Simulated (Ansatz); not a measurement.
A geometry relaxed with PBE0-D3(BJ)/def2-TZVP (Ansatz, an electronic-structure program), charge 0, multiplicity 1:

```xyz
10

H     -1.3431    -1.8732    -0.9616
C      0.8009    -1.0449     0.6968
Si    -0.9481    -0.8980     0.0959
Si    -0.4933     1.2735    -0.7007
H     -1.9944    -0.9595     1.1574
H     -1.1245     2.4401    -0.0280
H     -0.4674     1.5179    -2.1675
Si     1.4600     0.4813     0.2409
H      1.2529    -1.8922     1.2010
H      2.8570     0.9548     0.4658
```

**Question.** Write the SMILES of this molecule.

**Answer.** `C1=[SiH][SiH2][SiH2]1`
